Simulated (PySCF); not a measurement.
**Solvent effects on NMR parameters**

Geometry:
```tsv
atom	x (Å)	y (Å)	z (Å)
C1	2.534	-0.559	0.392
C2	1.027	-0.761	0.434
C3	0.246	0.403	-0.176
Si4	-1.625	0.236	-0.065
N5	-2.366	1.398	-1.125
C6	-2.073	2.811	-1.118
C7	-2.230	-1.436	-0.660
C8	-3.478	-2.064	-0.046
C9	-2.143	-2.652	0.198
F10	-1.603	-2.528	1.443
H11	2.889	-0.415	-0.642
H12	2.833	0.333	0.967
H13	3.073	-1.422	0.814
H14	0.704	-0.923	1.476
H15	0.767	-1.693	-0.096
H16	0.514	0.533	-1.240
H17	0.537	1.345	0.324
H18	-2.031	0.377	1.377
H19	-3.320	1.190	-1.402
H20	-1.007	2.973	-0.894
H21	-2.650	3.395	-0.374
H22	-2.255	3.266	-2.107
H23	-2.078	-1.612	-1.731
H24	-4.181	-2.600	-0.690
H25	-3.936	-1.538	0.797
H26	-1.874	-3.612	-0.254
```

GIAO PBE0/pcSseg-1 in PySCF 2.14.0 with density-fitted response routines on one PBE0-D3(BJ)/def2-SVP conformer, non-relativistic, equivalent nuclei averaged. Solvents enter as an IEF-PCM continuum (tetrahydrofuran with ε = 7.4, water with ε = 78.4) around the gas-phase geometry. Shifts are referred to TMS, CFCl3 computed in the same medium.

Gas phase, δ in ppm: C9 72.0, C6 30.5, C1 20.6, C2 19.2, C3 17.5, C8 11.5, C7 4.8, Si4 -3.0, F10 -222.2, H18 4.54, H26 4.45, H20/H21/H22 2.60, H15 1.39, H14 1.33. Dipole moment 2.05 D.

Problem. How does each δ change in the continuum?

Solution. 
```json
{"atoms": "C9", "environment": "three-membered-ring carbon", "Δδ, tetrahydrofuran": "+1.6", "Δδ, water": "+2.0"}
{"atoms": "C6", "environment": "methyl carbon bonded to N", "Δδ, tetrahydrofuran": "+0.3", "Δδ, water": "+0.4"}
{"atoms": "C1", "environment": "methyl carbon", "Δδ, tetrahydrofuran": "+0.1", "Δδ, water": "+0.2"}
{"atoms": "C2", "environment": "sp3 CH2", "Δδ, tetrahydrofuran": "+0.7", "Δδ, water": "+0.9"}
{"atoms": "C3", "environment": "sp3 CH2 bonded to Si", "Δδ, tetrahydrofuran": "+0.6", "Δδ, water": "+0.7"}
{"atoms": "C8", "environment": "three-membered-ring carbon", "Δδ, tetrahydrofuran": "+0.7", "Δδ, water": "+0.9"}
{"atoms": "C7", "environment": "three-membered-ring carbon", "Δδ, tetrahydrofuran": "+0.8", "Δδ, water": "+1.1"}
{"atoms": "Si4", "environment": "silicon bonded to 2 C, N, H", "Δδ, tetrahydrofuran": "+0.1", "Δδ, water": "+0.2"}
{"atoms": "F10", "environment": "fluorine on an sp3 carbon", "Δδ, tetrahydrofuran": "-3.0", "Δδ, water": "-3.7"}
{"atoms": "H18", "environment": "hydrogen on a silicon bonded to 2 C, N", "Δδ, tetrahydrofuran": "-0.18", "Δδ, water": "-0.24"}
{"atoms": "H26", "environment": "hydrogen on a three-membered-ring carbon", "Δδ, tetrahydrofuran": "+0.23", "Δδ, water": "+0.28"}
{"atoms": "H20/H21/H22", "environment": "hydrogen on a methyl carbon bonded to N", "Δδ, tetrahydrofuran": "+0.02", "Δδ, water": "+0.03"}
{"atoms": "H15", "environment": "hydrogen on an sp3 CH2", "Δδ, tetrahydrofuran": "+0.02", "Δδ, water": "+0.03"}
{"atoms": "H14", "environment": "hydrogen on an sp3 CH2", "Δδ, tetrahydrofuran": "-0.14", "Δδ, water": "-0.20"}
```

Changes are relative to the gas phase. The dipole moment becomes 2.53 D in tetrahydrofuran, 2.67 D in water.

Problem. Which nuclei move most (in ppm), and what does the model miss?

Solution. F10 (fluorine on an sp3 carbon, -3.7 ppm) in water. A continuum only polarises the solute; specific hydrogen bonds, the anisotropy of aromatic solvents and changes of geometry or conformer are outside it.
